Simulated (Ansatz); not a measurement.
Relaxation of Cl3HIn (5 atoms, charge 0, multiplicity 2), to a largest force component of 0.03 eV/Å in at most 50 steps.

Method: UKS B3LYP-D4/def2-SVP (Ansatz 0.2.0).

```xyz
5
Properties=species:S:1:pos:R:3:forces:R:3
In 0.000 0.000 -0.352 0.00 0.00 0.05
Cl 0.000 0.000 3.284 0.00 0.00 1.09
Cl 2.152 0.000 -1.470 -0.13 0.00 -0.01
Cl -2.152 0.000 -1.470 0.13 0.00 -0.01
H 0.000 0.000 4.618 0.00 0.00 -1.13
```

**Question.** Where does it end, and by what steps?

**Answer.** It converged. After 4 steps the energy has fallen by 0.036 eV; In1 moved furthest, 0.09 Å.

```json
{"step": "0", "energy less start (eV)": "0.0000", "largest force component (eV/Å)": "1.129", "accepted": "yes"}
{"step": "1", "energy less start (eV)": "-0.0222", "largest force component (eV/Å)": "0.454", "accepted": "yes"}
{"step": "2", "energy less start (eV)": "-0.0346", "largest force component (eV/Å)": "0.189", "accepted": "yes"}
{"step": "3", "energy less start (eV)": "-0.0358", "largest force component (eV/Å)": "0.038", "accepted": "yes"}
{"step": "4", "energy less start (eV)": "-0.0359", "largest force component (eV/Å)": "0.012", "accepted": "yes"}
```

```xyz
5
Properties=species:S:1:pos:R:3
In 0.000 0.000 -0.264
Cl 0.000 0.000 3.277
Cl 2.078 0.000 -1.486
Cl -2.078 0.000 -1.486
H 0.000 0.000 4.570
```

Whether the end is a true minimum wasn't checked by a vibrational analysis.

Run time: 19 s on 2 threads of Arm Neoverse V1 (shared host), peak memory 0.28 GiB.
